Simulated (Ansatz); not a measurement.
Geometry optimisation, RKS PBE-D4/6-31G* in Ansatz 0.2.0.

input.yaml

```yaml
crystal:
  periodic: [false, false, false]
  atoms:
    - { symbol: F, position_ang: [1.4858, -1.6165, 0.7549] }
    - { symbol: C, position_ang: [0.4741, -0.7909, 0.3165] }
    - { symbol: "N", position_ang: [-0.7479, -1.0702, -0.0047] }
    - { symbol: Si, position_ang: [0.0289, 0.7826, -0.1077] }
    - { symbol: F, position_ang: [-0.1389, 1.0931, -1.6862] }
    - { symbol: H, position_ang: [-1.76692, -1.27724, 0.01336] }
basis:
  gaussian: { orbitals: "6-31G*" }
hamiltonian:
  xc: pbe
  dispersion: d4
relax:
  f_tol: 0.02
  max_steps: 50
```

Command:

```bash
$ ansatz run input.yaml --threads 1 --pin off --max-ram 2048MiB --backend cpu --events-out ev --progress --plain --runs-dir out
```

**Question.** Where does it end, and by what steps?

**Answer.** It converged. After 9 steps the energy has fallen by 1.645 eV; H6 moved furthest, 0.56 Å.

| step | energy less start (eV) | largest force component (eV/Å) | accepted |
| --- | --- | --- | --- |
| 0 | 0.0000 | 5.819 | yes |
| 1 | -0.7688 | 3.434 | yes |
| 2 | -1.2598 | 1.982 | yes |
| 3 | -1.4275 | 2.784 | yes |
| 4 | -1.6253 | 0.513 | yes |
| 5 | -1.6387 | 0.289 | yes |
| 6 | -1.6434 | 0.117 | yes |
| 7 | -1.6443 | 0.042 | yes |
| 8 | -1.6446 | 0.034 | yes |
| 9 | -1.6447 | 0.015 | yes |

```xyz
6
Properties=species:S:1:pos:R:3
F 1.216 -1.765 0.556
C 0.403 -0.734 0.316
N -0.865 -0.829 0.156
Si -0.152 1.100 -0.133
F 0.158 1.045 -1.752
H -1.424 -1.695 0.144
```

Run time: 27 s on 1 thread of Intel(R) Xeon(R) Platinum 8488C (Sapphire Rapids), on a shared host, peak memory 0.16 GiB.
